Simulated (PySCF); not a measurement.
Structure problem from calculated spectra and properties.

Formula: C5H6OS.

* Triplet: lowest triplet excitation (Tamm–Dancoff): 3.95 eV [TDA wB97X-D/def2-SVPD]
* NMR, other nuclei: isotropic shieldings of nuclei other than C and H, by class: 27 (1 O), 529 (1 S) ppm [GIAO CAM-B3LYP/pcSseg-2]
* 13C NMR: chemical shifts (computed TMS as zero) by class: 168.6 (1 C), 153.4 (1 C), 122.3 (1 C), 116.9 (1 C), 27.1 (1 C) ppm [GIAO CAM-B3LYP/pcSseg-2]
* Rotational structure: rotational constants A, B, C: 6.033, 1.297, 1.181 GHz [PBE0-D3(BJ)/def2-SVP]
* Valence photoelectron: vertical ionisation energy: 8.53 eV [ΔSCF wB97X-D/def2-SVPD]
* 1H NMR: chemical shifts (computed TMS as zero) by class: 7.47 (1 H), 6.54 (1 H), 6.30 (1 H), 3.50 (2 H), 2.42 (1 H) ppm [GIAO CAM-B3LYP/pcSseg-2]
* Dipole: 1.64 D [wB97X-D/def2-SVPD]
* UV, strongest line: among the 10 lowest singlet transitions: S2 at 5.91 eV (210 nm, f = 0.306) [TDDFT wB97X-D/def2-SVPD]

The electronic properties come from PySCF, for the isolated species, density fitting. Levels stand in brackets. The structure is a single PBE0-D3(BJ)/def2-SVP conformer in the gas phase; no vibrational or solvent corrections. Each NMR value is the plain mean over a class of atoms that symmetry, rotation or inversion makes alike.

Q: What is the compound? Reason from the data.

A: Numbering: `[SH:1][CH2:2][c:3]1[cH:4][cH:5][cH:6][o:7]1`. Its formula, C5H6OS, gives 3 degrees of unsaturation: 1 ring and 2 π bonds in the structure found (Kekulé form). 5 carbons fall into 5 classes; from least to most shielded: substituted aromatic carbon [C3] (168.6 ppm), aromatic CH next to a ring oxygen [C6] (153.4 ppm), aromatic CH carbon [C5] (122.3 ppm), aromatic CH carbon [C4] (116.9 ppm), chain sp3 carbon bound to sulfur [C2] (27.1 ppm). Hydrogen classes from least to most shielded: 1 H on an aromatic CH next to a ring oxygen, C6 (7.47 ppm), 1 H on an aromatic CH carbon, C5 (6.54 ppm), 1 H on an aromatic CH carbon, C4 (6.30 ppm), 2 H on an sp3 carbon bound to sulfur, C2 (3.50 ppm, a mean of values up to 1.0 ppm apart in this geometry), 1 H on a thiol sulfur, S1 (2.42 ppm). The other shieldings belong to: 27 ppm, furan-type oxygen [O7]; 529 ppm, thiol sulfur [S1]. The first electron is taken from the HOMO, whose largest Löwdin shares are 0.23 on the aromatic CH next to a ring oxygen, 0.23 on the substituted aromatic carbon, 0.15 on the thiol sulfur and 0.14 on an aromatic CH carbon. The optimised geometry has point group C1 and is an asymmetric top. Structure: `SCC1=CC=CO1`. Computed isomers that give other values at the same levels: `CSc1ccoc1` (vertical ionisation energy: 8.05 eV); `COc1cccs1` (rotational constant A: 4.867 GHz; this holds for the one conformer computed); `CSc1ccco1` (rotational constant A: 5.765 GHz; this holds for the one conformer computed). The assignments are read from this structure; whether some other isomer fits the data as well wasn't checked.

Conformer computed: `[SH:1][CH2:2][c:3]1[cH:4][cH:5][cH:6][o:7]1`: S1–C2–C3–C4 -107°, H–S1–C2–C3 -62°.
